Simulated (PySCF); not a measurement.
PySCF 2.14 calculation with geometry: GFN2-xTB and σ from GIAO-PBE0/pcSseg-1; equivalent nuclei averaged, gas phase, single conformer, relativity neglected.

δ = σ(ref) − σ, references computed at the same level: 1H (σ = 31.72 ppm), 13C (σ = 186.93 ppm) against TMS. Shifts are as computed. Against solution values, carbons near 30 ppm lie about +3 ppm off and those near 130 ppm about +5 ppm; carbons on Cl a further +6 ppm. Of 1211 compounds with measured shifts, 218 miss one by over three times the rms of a fit or turn the order of signals round; such compounds aren't used in these exercises. Carbons bonded to Cl come out too deshielded.

**Question.** Order these molecules by the shift of their most deshielded carbon, lowest δ first.
A. C=C1CN(C2=CC2)[SiH2]1
B. C=CN([SiH3])[SiH2]OC(C)C
C. O=CO/C=C\OC=O
D. N#C[C@]1(C[SiH3])[C@@H]2C[C@@H]21

**Answer.** D (125.5 ppm, nitrile carbon), B (142.6 ppm, alkene carbon bearing nitrogen), A (152.9 ppm, fully substituted alkene carbon), C (160.9 ppm, ester carbonyl carbon).

**Question.** Order these molecules by the shift of their most shielded carbon, lowest δ first.
A. N#C[C@]1(C[SiH3])[C@@H]2C[C@@H]21
B. Cc1cc(Cl)ccc1C[SiH3]
C. C=CN([SiH3])[SiH2]OC(C)C
D. O=CO/C=C\OC=O

**Answer.** A (13.7 ppm, three-membered-ring carbon), B (17.8 ppm, sp3 CH2 bonded to Si, on an aromatic ring), C (27.4 ppm, methyl carbon), D (126.6 ppm, alkene carbon bearing oxygen).

**Question.** How many 13C and 1H signals does each give (equivalence by symmetry and fast rotation, but not about amide C–N or C=N bonds)? `C=C1CN(C2=CC2)[SiH2]1`, `Cc1cc(Cl)ccc1C[SiH3]`, `C=CN([SiH3])[SiH2]OC(C)C`, `O=CO/C=C\OC=O`, `N#C[C@]1(C[SiH3])[C@@H]2C[C@@H]21`

**Answer.** C=C1CN(C2=CC2)[SiH2]1: 6 C, 6 H; Cc1cc(Cl)ccc1C[SiH3]: 8 C, 6 H; C=CN([SiH3])[SiH2]OC(C)C: 4 C, 7 H; O=CO/C=C\OC=O: 2 C, 2 H; N#C[C@]1(C[SiH3])[C@@H]2C[C@@H]21: 5 C, 5 H.
